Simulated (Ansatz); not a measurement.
Reaction (SMILES): NB(N)N -> [NH-]B(N)N + H+
Structures are relaxed separately at B3LYP-D3(BJ)/def2-TZVP in Ansatz (a program for electronic structure), one conformer each, not searched for the lowest. Frequencies are from Ansatz.

Property: gas-phase deprotonation energy (0 K, with B3LYP-D3(BJ) harmonic zero-point energies), in kJ/mol. Cores are frozen in the correlated levels unless marked. Spin-orbit coupling is left out. Non-relativistic. Anions need diffuse functions: aug- sets have them; def2-D sets add few; the other sets have none. CBS(X,Y): correlation extrapolated as X^-3; Hartree-Fock from the larger set. [CCSD(T)-MP2]/basis is that difference in the basis named.

```tsv
level	program	gas-phase deprotonation energy (kJ/mol)
HF/cc-pwCVTZ	Ansatz	1697.4
```

Problem. Predict the RI-MP2/CBS(aug-cc-pVTZ,aug-cc-pVQZ)+[CCSD(T)-MP2]/aug-cc-pVTZ result (Ansatz).

Solution. 1626.7 kJ/mol, so HF/cc-pwCVTZ differs from it by 70.7 kJ/mol.
